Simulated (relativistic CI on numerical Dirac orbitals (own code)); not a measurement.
Crystal-field levels of Lu4+, 4f13

Calculated by Dirac-Coulomb-Breit CI, KLI orbitals optimised for each configuration, QED by a radiative potential, one configuration in a parametric crystal field, unscaled Slater integrals (own radial code).

Field parameters in Wybourne normalisation; cubic f-shell fields have B⁴₄ = √(5/14) B⁴₀ and B⁶₄ = −√(7/2) B⁶₀. The field is a parameter set, without covalency.

S and J are read from ⟨S²⟩ = S(S + 1) and ⟨J²⟩ = J(J + 1) of each level; they are not fictitious spins.

C2v, B20 = -360, B22 = -80, B40 = 210, B42 = 480, B44 = -50, B60 = -1010, B62 = 70, B64 = -780, B66 = -360 cm⁻¹, the lowest 7 levels:

```tsv
E (cm⁻¹)	Degeneracy	S	J
0.0	2	0.50	3.50
147	2	0.50	3.50
350	2	0.50	3.50
389	2	0.50	3.50
11825	2	0.50	2.50
12020	2	0.50	2.50
12079	2	0.50	2.50
```

Principal g values of the ground doublet: 0.69, 1.42, 6.79.

D3d, B20 = -80, B40 = -1920, B43 = -1390, B60 = -160, B63 = -160, B66 = 490 cm⁻¹, the lowest 7 levels:

```tsv
E (cm⁻¹)	Degeneracy	Irrep	S	J
0.0	2	Γ4	0.50	3.50
337	2	Γ5+Γ6	0.50	3.50
453	2	Γ4	0.50	3.50
883	2	Γ4	0.50	3.50
11906	2	Γ5+Γ6	0.50	2.50
12056	2	Γ4	0.50	2.50
12567	2	Γ4	0.50	2.50
```

Principal g values of the ground doublet: 1.98, 1.98, 3.93.

D3d, B20 = -2000, B40 = -330, B43 = -1580, B60 = -50, B63 = 310, B66 = 200 cm⁻¹, the lowest 7 levels:

```json
{"E (cm⁻¹)": "0.0", "Degeneracy": "2", "Irrep": "Γ4", "S": "0.50", "J": "3.50"}
{"E (cm⁻¹)": "550", "Degeneracy": "2", "Irrep": "Γ4", "S": "0.50", "J": "3.50"}
{"E (cm⁻¹)": "995", "Degeneracy": "2", "Irrep": "Γ5+Γ6", "S": "0.50", "J": "3.50"}
{"E (cm⁻¹)": "1361", "Degeneracy": "2", "Irrep": "Γ4", "S": "0.50", "J": "3.50"}
{"E (cm⁻¹)": "11860", "Degeneracy": "2", "Irrep": "Γ4", "S": "0.50", "J": "2.50"}
{"E (cm⁻¹)": "12550", "Degeneracy": "2", "Irrep": "Γ5+Γ6", "S": "0.50", "J": "2.50"}
{"E (cm⁻¹)": "13044", "Degeneracy": "2", "Irrep": "Γ4", "S": "0.50", "J": "2.50"}
```

Principal g values of the ground doublet: 1.10, 1.10, 7.31.

Oh, B40 = 3090, B60 = 370 cm⁻¹, the lowest 5 levels:

```json
{"E (cm⁻¹)": "0.0", "Degeneracy": "2", "Irrep": "Γ6", "S": "0.50", "J": "3.50"}
{"E (cm⁻¹)": "617", "Degeneracy": "4", "Irrep": "Γ8", "S": "0.50", "J": "3.50"}
{"E (cm⁻¹)": "1312", "Degeneracy": "2", "Irrep": "Γ7", "S": "0.50", "J": "3.50"}
{"E (cm⁻¹)": "12119", "Degeneracy": "4", "Irrep": "Γ8", "S": "0.50", "J": "2.50"}
{"E (cm⁻¹)": "12989", "Degeneracy": "2", "Irrep": "Γ7", "S": "0.50", "J": "2.50"}
```

Principal g values of the ground doublet: 2.67, 2.67, 2.67.

C2v, B20 = -680, B22 = -100, B40 = -20, B42 = -10, B44 = 460, B60 = -1090, B62 = 320, B64 = -720, B66 = -270 cm⁻¹, the lowest 7 levels:

```csv
E (cm⁻¹),Degeneracy,S,J
0.0,2,0.50,3.50
249,2,0.50,3.50
333,2,0.50,3.50
560,2,0.50,3.50
11818,2,0.50,2.50
12092,2,0.50,2.50
12208,2,0.50,2.50
```

Principal g values of the ground doublet: 0.64, 1.43, 6.91.

The next free-ion level lies 11746 cm⁻¹ above the lowest; the field splits the ground level into components whose J stays near 7/2 as long as their spread is small against that gap.

Levels of this model without a field, named by their leading LS term: ²F°7/2 0, ²F°5/2 11746 cm⁻¹.
